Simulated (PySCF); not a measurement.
An unknown gives this computed stick spectrum. The calculation used PySCF 2.14.0, density-fitted response routines, TDDFT CAM-B3LYP/def2-SVPD, vertical, gas phase, core orbitals frozen in the response. Geometries: PBE0-D3(BJ)/def2-SVP, one conformer each.

```json
{"state": "S1", "E (eV)": "8.02", "f": "0.0034"}
{"state": "S2", "E (eV)": "8.68", "f": "0.019"}
{"state": "S3", "E (eV)": "8.74", "f": "0.011"}
{"state": "S4", "E (eV)": "9.23", "f": "0.0035"}
{"state": "S5", "E (eV)": "9.31", "f": "0.012"}
{"state": "S6", "E (eV)": "9.43", "f": "0.0065"}
{"state": "S7", "E (eV)": "9.61", "f": "0.049"}
{"state": "S8", "E (eV)": "10.05", "f": "0.060"}
{"state": "S9", "E (eV)": "10.19", "f": "0.023"}
{"state": "S10", "E (eV)": "10.24", "f": "0.032"}
```

Orbital energies (eV): HOMO-3 -13.40, HOMO-2 -12.50, HOMO-1 -11.09, HOMO -10.24, LUMO 1.20, LUMO+1 1.64, LUMO+2 1.80.

Question: Which structure fits?
A. `FC(F)[C@@H]1O[C@H]1/C=C\CCl`
B. `FC(F)(F)[C@H]1COCCO1`
C. `F[C@@H]1C[C@]1(F)OC(F)(F)F`

Answer: C. Its S1, at 8.02 eV, is the highest among the candidates; the nearest of the others has S1 at 7.35 eV. S1 is HOMO→LUMO (48%), HOMO→LUMO+1 (33%), HOMO→LUMO+4 (10%). Löwdin shares by element: HOMO carbon 43% or more, fluorine 26% or more (atoms not listed hold the other 31%); LUMO carbon 36% or more, hydrogen 25% or more (atoms not listed hold the other 39%). At the same level the other candidates give, for their lowest levels:
- `FC(F)(F)[C@H]1COCCO1`: 7.35 eV (f 0.003); 7.69 eV (f 0.079); 7.90 eV (f 0.026); 8.16 eV (f 0.010); 8.30 eV (f 0.025); T1 7.11 eV; HOMO -9.03, LUMO 1.23 eV
- `FC(F)[C@@H]1O[C@H]1/C=C\CCl`: 6.16 eV (f 0.306); 6.50 eV (f 0.006); 6.57 eV (f 0.060); 7.01 eV (f 0.040); 7.35 eV (f 0.021); T1 3.87 eV; HOMO -9.20, LUMO -0.18 eV

Conformer computed: `[F:1][C@@H:2]1[CH2:3][C@:4]1([F:5])[O:6][C:7]([F:8])([F:9])[F:10]`: C3–C4–O6–C7 -151°, C4–O6–C7–F8 -85°.
Triplets come from the Tamm–Dancoff approximation.
